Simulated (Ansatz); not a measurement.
## Reading a saddle point

A first-order saddle point of SiNH5F2, closed shell, PBE0-D4/def2-TZVP, with one imaginary mode of 1427i cm⁻¹:

```tsv
atom	x (Å)	y (Å)	z (Å)
Si1	-0.0438	0.5070	0.5881
H2	-1.6056	-0.0243	-0.0930
F3	-0.4044	1.9598	0.0378
F4	1.4797	0.8186	1.0490
H5	-0.5379	-0.0513	1.8582
H6	-0.8604	-0.7002	-0.5916
N7	0.3623	-0.7266	-0.7218
H8	0.5934	-0.3111	-1.6182
H9	1.0168	-1.4718	-0.5085
```

Computed with Ansatz 0.2.0 (basis: def2-TZVPP and def2-QZVPP); correlated methods freeze the cores. Extrapolation: Hartree–Fock as exp(−7.88 √X), correlation as X^−2.97.

(1) Which contacts change along the imaginary mode, and what lies on either side? (A judgement: the text doesn't fix the answer.)

(2) Which side is lower, and how far does the saddle lie above each? (Judge from chemistry; the value comes from the calculation.)

T1 diagnostic: at most 0.012.

## Answers

(1) Computed: The step is SiH₂F₂ ([F][SiH2][F]) + NH₃ → SiNH₃F₂ ([NH2][SiH]([F])[F]) + H₂, with the molecules in contact on both sides. Shortening one way: Si1–N7, H2–H6; lengthening the same way: Si1–H2, H6–N7.
| pair | one side (Å) | saddle (Å) | other side (Å) |
| --- | --- | --- | --- |
| Si1–N7 | 2.33 | 1.84 | 1.69 |
| H2–H6 | 2.79 | 1.12 | 0.75 |
| Si1–H2 | 1.48 | 1.78 | 4.34 |
| H6–N7 | 1.01 | 1.23 | 2.84 |

(2) Computed: The side with Si1–N7, H2–H6 short is lower by 0.348 eV; the saddle lies 2.213 eV above it and 1.864 eV above the other (CCSD(T) at an estimated basis limit (MP2 extrapolated from triple and quadruple zeta, plus CCSD(T) − MP2 in triple zeta); electronic energies).

Labels in which every atom is bracketed show which atoms are joined, not bond orders.

For scale, one of the runs: CCSD(T)/def2-TZVPP, 205 basis functions, launched by `ansatz run in.yaml --threads 4 --pin off --events-out ev --progress --plain --max-ram 9574MiB`. The run took 19 s on 4 CPU threads of an AMD EPYC 9R45 (shared host), with 2.8 GiB of host memory at its peak.
